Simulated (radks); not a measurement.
Results of a calculation; reference values are marked as such.
Fractional charge and spin in the 5p shell of erbium: the spin-up occupation runs from 2 to 3 and the spin-down occupation from 2 to 3; the fullest corner is Er, [Kr] 4d10 4f(up 6, down 6) 5s2 6s2 5p(up 3, down 3). Code: a radial shooting solver on a logarithmic mesh with Libxc functionals. Model: scalar-relativistic Kohn-Sham, BLYP, spin-polarised, spherical densities, point nucleus. Energy (eV) above the fullest corner. The planes named below are the two flat planes that join the four corners, with an edge along up + down = one added electron.

| down \ up | 2 | 2.25 | 2.5 | 2.75 | 3 |
|---|---|---|---|---|---|
| 2 | 75.207 | 63.098 | 51.770 | 41.208 | 31.396 |
| 2.25 | 63.098 | 51.823 | 41.312 | 31.549 | 22.517 |
| 2.5 | 51.770 | 41.312 | 31.600 | 22.617 | 14.341 |
| 2.75 | 41.208 | 31.549 | 22.617 | 14.390 | 6.845 |
| 3 | 31.396 | 22.517 | 14.341 | 6.845 | 0.000 |

Corners above the fullest one (they belong to Er+ and the next ion): (up 3, down 2) 31.396 eV, (up 2, down 3) 31.396 eV, (up 2, down 2) 75.207 eV. With half an added electron in each spin the energy lies 0.204 eV from the planes, and with half an added electron in spin up alone -1.532 eV. The planes are only a guide here: the flat-plane condition holds for ground states with one frontier orbital, while this shell lies below other occupied shells, so the corners above the fullest one are inner-hole states and not the ground states of those ions.
